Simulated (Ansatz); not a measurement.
Basis-set extrapolation for `B/C=N/C` (PBE0-D4/def2-TZVP geometry, frozen core, Ansatz 0.2.0). Multiplicity 1, RHF reference.

```json
{"": "HF", "def2-TZVPP": "-158.371203", "def2-QZVPP": "-158.378671"}
{"": "MP2 correlation", "def2-TZVPP": "-0.633790", "def2-QZVPP": "-0.675063"}
{"": "CCSD(T) correlation", "def2-TZVPP": "-0.700855", "def2-QZVPP": "not run"}
```

Energies in hartree. Use E(X) = E(∞) + A·exp(−7.88·√X) for Hartree–Fock and E(X) = E(∞) + B·X^(−2.97) for correlation, with X = 3 and 4, and add CCSD(T) minus MP2 of the smaller set to the MP2 limit.

Task: What is the CCSD(T) energy at the basis-set limit?

Result: HF limit: -158.378671 + (-0.007468) × 0.13774 = -158.37970. MP2 limit: -0.675063 + (-0.041273) × 0.74074 = -0.70564. Higher-order term: -0.700855 − (-0.633790) = -0.06707. Total: -159.15241 hartree, 2.19 eV below CCSD(T)/def2-TZVPP.
